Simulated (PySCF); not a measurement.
**Electronic structure of Xe(2+) (xenon, charge +2) at the UHF level**

Configuration: [Kr] 4d10 5s2 5p4, high-spin 3P determinant. Computed with PySCF 2.14 in aug-cc-pwCVTZ-PP with ECP28MDF, with scalar relativity through the core potential.

* Total energy: -327.140668 hartree
* One-electron energy: -551.9544 hartree
* Hartree (Coulomb) energy: 246.9120 hartree
* Exchange energy: -22.0982 hartree
* ⟨S²⟩: 2.0101
* ⟨L²⟩: 2.042
* Sum of ⟨r⟩: 26.92 bohr
* Sum of ⟨r²⟩: 41.20 bohr²
* Traceless quadrupole moment −½Σ⟨3z² − r²⟩ along its main axis: -1.86 e·bohr²

```tsv
shell	electrons	mean orbital energy (eV)	spread (eV)	rms radius, mean of both spins (bohr)
4s α	1	-250.16	0	0.767
4s β	1	-249.55	0	0.767
4p α	3	-188.44	0.765	0.820
4p β	3	-187.83	0.020	0.820
4d α	5	-93.925	0.800	0.932
4d β	5	-93.478	0.378	0.932
5s α	1	-48.722	0	1.92
5s β	1	-43.059	0	1.92
5p α	3	-32.359	1.837	2.23
5p β	1	-30.074	0	2.23
```

Energies and moments cover only the electrons outside the core potential.
